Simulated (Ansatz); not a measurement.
CH₄AlO, charge +1, singlet, at a GFN2-xTB geometry (such geometries of metal compounds can be far from the true shape); SVWN5/6-31G* in Ansatz (an electronic-structure program).

Ansatz was given this input:
Ansatz 0.2 input:
```yaml
crystal:
  periodic: [false, false, false]
  atoms:
    - {symbol: Al, position_ang: [0.01378599, -0.08771531, 0.05941353]}
    - {symbol: C, position_ang: [-0.23964694, 1.52478693, -1.03280691]}
    - {symbol: H, position_ang: [-0.97632662, 2.17684818, -0.54640708]}
    - {symbol: H, position_ang: [-0.60085771, 1.23286648, -2.02717849]}
    - {symbol: H, position_ang: [0.71891160, 2.05116469, -1.12531413]}
    - {symbol: O, position_ang: [0.22145958, -1.40906733, 0.95442481]}
    - {symbol: H, position_ang: [0.34525979, -2.19676333, 1.48796681]}
basis:
  gaussian:
    orbitals: 6-31G*
hamiltonian:
  xc: {name: SVWN5}
total_charge: 1
```

What the program printed (banner, timings and long lists left out):

```
Functional definition: SVWN5
686 factors; their error is unknown
mean field evaluation 1: about -9658.0241 eV, gradient 1.2e2 eV
mean field evaluation 2: about -9541.7749 eV, gradient 2.1e2 eV
mean field evaluation 4: about -9682.9481 eV, gradient 3.1e1 eV
mean field evaluation 8: about -9685.5126 eV, gradient 1.3e-1 eV
mean field evaluation 16: about -9685.4824 eV, gradient 7.0e-5 eV
mean field -9685.48238647 eV, -355.9349126469 hartree, gradient 7.0e-5 eV, S^2 0.000000; 0 other end points of the search recorded, 0 dependent functions left out
reference -9685.48242223 eV, -355.9349139612 hartree; 15, 15 occupied and 42, 42 virtual orbitals, 686 factors
Total energy: -9685.48242223 eV, -355.9349139612 hartree
```
